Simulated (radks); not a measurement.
Results of a calculation; reference values are marked as such.
Valence configurations of Ru II (all share [Kr]). Level of theory: scalar-relativistic Kohn-Sham, r2SCAN, spin-unpolarised, spherical densities, finite nucleus; meta-GGA in the generalised Kohn-Sham scheme; Fermi nuclear charge, rms radius 4.4809 fm (a radial shooting solver on a logarithmic mesh with Libxc functionals). Energies are relative to 4d7; eigenvalues in eV.

| valence | E (eV) | e(4d) | e(5p) | e(5s) |
|---|---|---|---|---|
| 4d7 | 0.000 | -12.501 | - | - |
| 4d6.5 5s0.5 | 1.427 | -13.990 | - | -10.786 |
| 4d4.5 5s0.5 5p2 | 22.309 | -22.660 | -9.472 | -15.184 |
| 4d4.5 5s1.5 5p1 | 16.581 | -21.520 | -8.884 | -14.635 |
| 4d5 5p2 | 18.777 | -21.069 | -9.003 | - |
| 4d3.5 5s1.5 5p2 | 30.679 | -25.926 | -10.342 | -16.620 |
| 4d6 5s1 | 3.204 | -15.522 | - | -11.627 |
| 4d5.5 5p1.5 | 13.089 | -18.927 | -8.233 | - |
| 4d6 5p1 | 8.077 | -16.785 | -7.434 | - |
| 4d3.5 5s1 5p2.5 | 33.817 | -26.460 | -10.609 | -16.886 |

NIST lists [Kr] 4d7 as the ground configuration; this level of theory agrees among the configurations tried. The energies are those of spherical spin-averaged densities, not of single terms.
